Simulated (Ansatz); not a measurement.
C$_{3}$H$_{4}$Cl$_{2}$Si, SMILES `C#C[Si](C)(Cl)Cl`, relaxed with RKS PBE0-D4/def2-TZVP in Ansatz 0.2.0 from a PBE-D4/def2-SVP geometry. The force threshold is 0.005 eV/Å; the program also tests the step.

The species carries charge 0 and has multiplicity 1.

Start:

```xyz
10

C     0.125    2.110    1.624
C    -0.012    1.346    0.672
Si   -0.199    0.161   -0.708
C     0.167   -1.589   -0.182
Cl    1.095    0.728   -2.230
Cl   -2.146    0.294   -1.418
H     0.245    2.787    2.461
H    -0.528   -1.894    0.626
H     0.046   -2.282   -1.038
H     1.207   -1.661    0.193
```

| step | energy (eV) | largest force (eV/Å) | largest move (Å) |
| --- | --- | --- | --- |
| 1 | -36087.8480 | 1.620 | 0.000 |
| 2 | -36087.9187 | 0.145 | 0.039 |
| 3 | -36087.9210 | 0.068 | 0.014 |
| 4 | -36087.9212 | 0.013 | 0.005 |
| 5 | -36087.9213 | 0.004 | 0.001 |

End:

```xyz
10

C     0.123    2.085    1.602
C    -0.010    1.333    0.670
Si   -0.196    0.158   -0.699
C     0.165   -1.574   -0.180
Cl    1.077    0.722   -2.197
Cl   -2.114    0.296   -1.398
H     0.239    2.755    2.423
H    -0.519   -1.875    0.616
H     0.045   -2.255   -1.025
H     1.191   -1.646    0.188
```

Hardware: 4 threads of an Arm Neoverse V2 on a shared host. Wall time 29 s, peak host memory 0.72 GiB.
